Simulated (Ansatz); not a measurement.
C₂H₇NSi (SMILES CN(C)[SiH]), singlet, geometry from GFN2-xTB; SC-NEVPT2/6-31G, CASSCF(4,6) in Ansatz (an electronic-structure program).

Here is a job for Ansatz.
Ansatz 0.2 input:
```yaml
crystal:
  periodic: [false, false, false]
  atoms:
    - {symbol: Si, position_ang: [-1.20060054, 0.24598305, 0.79632468]}
    - {symbol: H, position_ang: [-1.90415129, 1.08316544, -0.22120245]}
    - {symbol: N, position_ang: [0.21521714, -0.05197327, -0.12587452]}
    - {symbol: C, position_ang: [1.28167443, -0.85077954, 0.40953072]}
    - {symbol: C, position_ang: [0.50714991, 0.41817331, -1.45443859]}
    - {symbol: H, position_ang: [1.46595937, -1.73090507, -0.21943047]}
    - {symbol: H, position_ang: [2.21484640, -0.27562277, 0.46011572]}
    - {symbol: H, position_ang: [1.02368426, -1.18596328, 1.41165900]}
    - {symbol: H, position_ang: [1.41722670, 1.03109136, -1.45789010]}
    - {symbol: H, position_ang: [0.66789263, -0.42505966, -2.13784195]}
    - {symbol: H, position_ang: [-0.31651644, 1.01898152, -1.83338634]}
basis:
  gaussian:
    orbitals: 6-31G
magnetization: {spin_polarized: false}
correlation: {method: sc_nevpt2, electrons: all, active_space: {window: {electrons: 4, orbitals: 6}}}
```

What does Ansatz print? Leave out banner, timings and long lists.


```
Functional definition: HF
750 factors; integrals over basis functions are off by at most 2.0e-4 eV
mean field evaluation 1: about -11510.1803 eV, gradient 2.4e1 eV
mean field evaluation 2: about -11510.1823 eV, gradient 2.4e1 eV
mean field evaluation 4: about -11511.7682 eV, gradient 3.9e0 eV
mean field evaluation 8: about -11511.8092 eV, gradient 4.5e-2 eV
mean field -11511.80918612 eV, -423.0511846055 hartree, gradient 1.9e-6 eV, S^2 0.000000; 0 other end points of the search recorded, 0 dependent functions left out
reference -11511.80918612 eV, -423.0511846055 hartree; 20, 20 occupied and 34, 34 virtual orbitals, 750 factors
state -11513.16868076 eV, -423.1011451118 hartree
state -11513.16868076 eV, -423.1011451118 hartree; corrected -11521.06287489 eV, -423.3912513954 hartree
Total energy: -11521.06287489 eV, -423.3912513954 hartree
```
